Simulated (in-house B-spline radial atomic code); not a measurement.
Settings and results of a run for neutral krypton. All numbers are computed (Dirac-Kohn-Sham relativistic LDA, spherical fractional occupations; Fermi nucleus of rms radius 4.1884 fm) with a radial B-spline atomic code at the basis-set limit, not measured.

Command:
```bash
python run_scf.py task.json out
```
Settings (nuclear radius in fm, mass in u):
```
Z                36
configuration    [Ar] 3d10 4s2 4p6
hamiltonian      dirac
method           lda_x_rel,vwn
spin_polarised   False
nucleus          fermi
rms_radius       4.1884
atomic_mass      83.9115
speed_of_light   137.035999084
```

Output (hartree, bohr):
```
 radial grid: 78 intervals, B-splines of order 8, outer radius 50 bohr

 iter        energy (Eh)    residual
    1       -2783.805445    2.41e-01
    2       -2783.993999    1.04e-01
    3       -2784.173365    1.42e-02
    4       -2784.175476    6.79e-03
    5       -2784.175615    1.39e-03
    6       -2784.175629    6.98e-04
    7       -2784.175638    4.67e-05
    8       -2784.175638    2.06e-06
    9       -2784.175638    1.14e-07

 total energy                     -2784.17564
 kinetic                            2852.4795
 electron-nucleus                  -6728.2141
 Hartree                            1181.7304
 exchange-correlation                -90.1714

 first-order corrections (not in the total)
   Gaunt                             1.5699
   retardation                      -0.1513
   frequency dependence             -0.0070
   self-energy                       1.0488
   Uehling                          -0.1080
   Wichmann-Kroll                    0.0012
   recoil                            0.0132

 orbital      occ     eigenvalue          <r>       <r^2>       <1/r>       r_max    small
 1s1/2      2.000      -517.4464    0.0416247  0.00233348     36.6399     0.02717  1.70e-02
 2s1/2      2.000       -68.2086     0.183797   0.0398872     8.20326      0.1548  3.37e-03
 2p1/2      2.000       -61.7533     0.157637   0.0305042     8.18178      0.1213  3.38e-03
 2p3/2      4.000       -59.7898     0.161617   0.0319348     7.89837      0.1246  3.29e-03
 3s1/2      2.000        -9.6392     0.532018    0.325641      2.7065      0.4683  8.26e-04
 3p1/2      2.000        -7.3473     0.534621    0.334863     2.59571      0.4579  7.77e-04
 3p3/2      4.000        -7.0576     0.545195     0.34805     2.52709      0.4668  7.54e-04
 3d3/2      4.000        -3.0322      0.55406    0.378692      2.2818      0.4085  6.36e-04
 3d5/2      6.000        -2.9843     0.558013    0.384029     2.26392      0.4112  6.30e-04
 4s1/2      2.000        -0.8514      1.57001     2.83083    0.855135       1.335  1.33e-04
 4p1/2      2.000        -0.3613      1.91194     4.30852    0.699216       1.524  9.15e-05
 4p3/2      4.000        -0.3374      1.96141     4.53909     0.67998       1.558  8.72e-05
```


For the Dirac Hamiltonian the kinetic term is c α·p + (β - 1)c².
